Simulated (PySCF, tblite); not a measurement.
Isomers of C5H4ClO2P, one GFN2-xTB conformer each. Single-point energies are computed at PBE0/pcSseg-1 (PySCF, gas phase, no added dispersion term), electronic only.

```csv
SMILES,GFN2-xTB relative energy (kJ/mol)
CC(=O)c1occ(Cl)p1,0.0
CC(=O)c1ocpc1Cl,11.1
```

Conformers: `[CH3:1][C:2](=[O:3])[c:4]1[o:5][cH:6][c:7]([Cl:8])[p:9]1` with C1–C2–C4–O5 0°; `[CH3:1][C:2](=[O:3])[c:4]1[o:5][cH:6][p:7][c:8]1[Cl:9]` with C1–C2–C4–O5 0°.

**Question.** What does PBE0/pcSseg-1 give for the same structures?

**Answer.** 
```csv
SMILES,PBE0/pcSseg-1 E (Eh),PBE0/pcSseg-1 (kJ/mol),GFN2-xTB (kJ/mol),point group
CC(=O)c1occ(Cl)p1,-1144.17438,0.0,0.0,Cs
CC(=O)c1ocpc1Cl,-1144.16988,11.8,11.1,Cs
```

Both levels put the same isomer lowest. 

**Question.** Which frontier levels, dipoles and rotational constants go with these structures?

**Answer.** 
```json
{"SMILES": "CC(=O)c1occ(Cl)p1", "HOMO (eV, PBE0/pcSseg-1)": "-7.52", "LUMO (eV)": "-2.57", "dipole (D)": "3.60", "A, B, C (MHz)": "3395, 668.0, 560.1"}
{"SMILES": "CC(=O)c1ocpc1Cl", "HOMO (eV, PBE0/pcSseg-1)": "-7.53", "LUMO (eV)": "-2.06", "dipole (D)": "3.78", "A, B, C (MHz)": "1609, 1167, 679.3"}
```

**Question.** What happens when harmonic zero-point energies from GFN2-xTB frequencies are added?

**Answer.** 
```tsv
SMILES	ZPE (kJ/mol)	electronic (kJ/mol)	with ZPE (kJ/mol)
CC(=O)c1occ(Cl)p1	209.3	0.0	0.0
CC(=O)c1ocpc1Cl	209.4	11.8	11.9
```

The zero-point energies span 0.1 kJ/mol. The order is unchanged.

**Question.** As an exercise, what shares would exp(−E/RT) give at 1000 K from these electronic energies alone (no entropy, no degeneracies)?

**Answer.** RT = 8.314 kJ/mol: CC(=O)c1occ(Cl)p1 80.6 %, CC(=O)c1ocpc1Cl 19.4 %.
